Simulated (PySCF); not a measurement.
Be(F)(I), BeFI, SMILES [F][Be][I] (PBE0/def2-SVP optimised geometry):

```
3

Be    -0.388     0.007     0.000
F     -1.777    -0.007    -0.002
I      1.777     0.007     0.000
```

Level of theory: PySCF with PBE0/def2-TZVP, def2 effective core potentials past Kr.

**Question.** What are the frontier orbital energies and the dipole moment?

**Answer.** HOMO-2 -10.14 eV, HOMO-1 -8.26 eV, HOMO -8.26 eV, LUMO -0.74 eV, LUMO+1 -0.09 eV; dipole moment 0.69 D.
